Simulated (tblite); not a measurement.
COS, triplet, geometry from GFN2-xTB (a higher spin typed on purpose: for a closed-shell molecule this is an excited state); GFN1-xTB with ALPB(water) (tblite).

The tblite input:
```
$ tblite run mol.xyz --method gfn1 --charge 0 --spin 2 --alpb water --json tblite.json --no-restart

# file mol.xyz
3

O     -1.61038921    -0.05734526    -0.06614538
C     -0.58674147     0.48825900     0.14288258
S      1.02522266    -0.15442449    -0.02050827
```

Task: Write the output that tblite gives for this input, abridged.

Result: 
```
xTB calculator
 | screened Coulomb repulsion
 | Coulomb electrostatics
 |  * isotropic Klopman-Ohno-Mataga-Nishimoto electrostatics
 |  * onsite third-order electrostatics
 | DFT-D3(BJ) dispersion correction
 | Interactions (3)
 | [1] alpb/gbsa reaction field model
 | [2] cds contribution to solvation
 | [3] empirical free energy shift and standard state/solvent correction

halogen bonding energy    0.0000000000000E+00 Eh
repulsion energy          6.2097898001532E-02 Eh
dispersion energy        -6.0185332238482E-04 Eh
interaction energy        3.4115281362350E-04 Eh
number of electrons       1.6000000000000E+01 e
integral cutoff           1.9487547202114E+01 bohr

------------------------------------------------------------
  cycle        total energy    energy error   density error
------------------------------------------------------------
      1     -10.17533089754  -1.0237168E+01   6.0392401E-01
      2     -10.33940478511  -1.6407389E-01   2.8548026E-01
      3     -10.34390600310  -4.5012180E-03   1.5144714E-01
      4     -10.34330607764   5.9992545E-04   5.8862514E-02
      5     -10.34497076583  -1.6646882E-03   2.5423630E-03
      6     -10.34497511032  -4.3444855E-06   7.6521146E-04
      7     -10.34497545267  -3.4234829E-07   2.6812590E-04
      8     -10.34497549408  -4.1408571E-08   2.5769692E-06
------------------------------------------------------------

electronic energy        -1.0406812691568E+01 Eh
total energy             -1.0344975494075E+01 Eh

Post processing:
 | Mayer-Wiberg bond orders

[Info] JSON dump of results written to 'tblite.json'
```
